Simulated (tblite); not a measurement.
C5H13OPSi2.
Atom-mapped SMILES: `[CH3:1][C:2](=[O:3])[CH2:4][C@@H:5]1[CH2:6][SiH2:7][PH:8][SiH2:9]1` (hydrogens: H10, H11, H12 on C1; H13, H14 on C4; H15 on C5; H16, H17 on C6; H18, H19 on Si7; H20 on P8; H21, H22 on Si9)

Cartesian coordinates in Å at the GFN2-xTB level; atoms count from 1:
```xyz
22
C5H13OPSi2 angstrom
C      3.5228   -0.0559   -0.1535
C      2.0902    0.3928   -0.0916
O      1.7797    1.5534    0.0449
C      1.0500   -0.6801   -0.2211
C     -0.2653   -0.2579    0.4289
C     -1.3875   -1.2264    0.0669
Si    -3.0846   -0.5578    0.6411
P     -2.9754    1.5430   -0.0858
Si    -0.7061    1.5660   -0.0278
H      4.1855    0.7978   -0.2686
H      3.6653   -0.7562   -0.9729
H      3.7684   -0.5706    0.7745
H      0.8906   -0.8215   -1.2961
H      1.4216   -1.6269    0.1796
H     -0.1210   -0.2960    1.5152
H     -1.4234   -1.3413   -1.0197
H     -1.1825   -2.2161    0.4796
H     -3.2143   -0.7127    2.0951
H     -4.1648   -1.2902   -0.0233
H     -3.1687    2.1413    1.1385
H     -0.3430    1.8923   -1.4081
H     -0.3478    2.5426    0.9950
```

Calculated harmonic vibrations of the isolated species, GFN2-xTB (tblite), most abundant isotopes, no scaling. This tight-binding method is rough: wavenumbers can miss measured ones by several per cent, in bad cases by 10 to 20. Modes of hydrogen on phosphorus and silicon can be 10 to 20 % off. One conformer, not necessarily the lowest.

Harmonic wavenumbers (cm⁻¹): 39.5, 62.3, 107.6, 115.3, 132.3, 146.2, 217.5, 266.8, 277.8, 327.2, 409.2, 436.7, 458.8, 473.3, 489.4, 497.7, 532.9, 589.9, 617.5, 631.1, 642.3, 682.3, 699.3, 731.0, 747.9, 770.7, 787.2, 795.8, 848.1, 917.2, 984.3, 993.1, 1068.4, 1083.3, 1103.0, 1122.0, 1174.1, 1230.4, 1274.8, 1305.1, 1314.7, 1366.0, 1440.3, 1445.9, 1454.3, 1485.9, 1745.8, 2203.2, 2236.5, 2238.9, 2282.6, 2356.2, 2910.7, 2925.2, 2949.3, 2957.8, 2968.4, 3016.0, 3038.5, 3056.9.

A = 2146, B = 566.7, C = 466.4 MHz; mass 176.024 u (most abundant isotopes); point group C1, symmetry number 1.

Problem. Zero-point energy?

Solution. ½Σν̃ = 35591 cm⁻¹ = 101.76 kcal/mol.

Problem. Give the ideal-gas entropy at 298.15 K and 1 bar in the rigid-rotor, harmonic-oscillator model (classical rotation).

Solution. Translation 41.43, rotation 30.72, vibration 37.90: S = 110.0 cal/(mol K).

Problem. And Cp and H(298.15 K) − H(0)?

Solution. Cp = 49.24 cal/(mol K), of which vibrations give 41.29 (their classical limit is 60 R = 119.2); H(298.15 K) − H(0) = 8.43 kcal/mol without the zero-point energy, 6.06 from vibrations.

Problem. Blend soft modes into free rotors: weight 1/[1 + (100 cm⁻¹/ν̃)⁴] for the oscillator and the rest for a rotor with moment μB/(μ + B), μ = h/(8π²ν), B = 10⁻⁴⁴ kg m². What vibrational entropy results?

Solution. 35.01 cal/(mol K) in place of 37.90, which changes −T·S at 298.15 K by +0.86 kcal/mol.

Problem. How do the functions run with temperature in this model?

Solution. 
```
T (K)  S (cal/(mol K))  Cp (cal/(mol K))  H − H(0) (kcal/mol)  G − H(0) (kcal/mol)  ln q(vib)
  150             84.1              28.2                 2.67                -9.95       3.84
  250            102.0              42.7                 6.22               -19.27       7.19
  400            126.3              61.3                14.08               -36.42      12.34
  600            154.6              78.7                28.20               -64.59      19.07
  900            189.9              95.0                54.46              -116.46      28.39
```

q(vib) and H(0) count from the zero-point level.

Hindered rotation and anharmonicity are outside this model. Other conformers, if any are populated, would add a mixing term that is left out. The structure is chiral; the term R ln 2 for an equal mix with its mirror image is left out.
